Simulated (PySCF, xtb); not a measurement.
C3H3BF2O, SMILES FB(F)C1=CCO1. One conformer was computed; it need not be the lowest.

Harmonic wavenumbers (cm⁻¹) from GFN2-xTB (xtb) at its own minimum, in rising order: 71, 123, 158, 343, 417, 426, 592, 602, 695, 923, 947, 976, 1022, 1057, 1109, 1165, 1222, 1288, 1330, 1407, 1601, 2981, 2991, 3197.

Question: What does PBE0-D3(BJ)/def2-SVP run with PySCF give at its own minimum? (The exact figures need the calculation; the answer reports its results.)

Answer: 80, 134, 168, 365, 444, 480, 644, 705, 727, 935, 976, 999, 1011, 1122, 1151, 1202, 1284, 1399, 1448, 1463, 1691, 3081, 3150, 3306. Paired by order, the mean absolute difference is 56 cm⁻¹ and the zero-point energies are 38.1 and 40.0 kcal/mol.
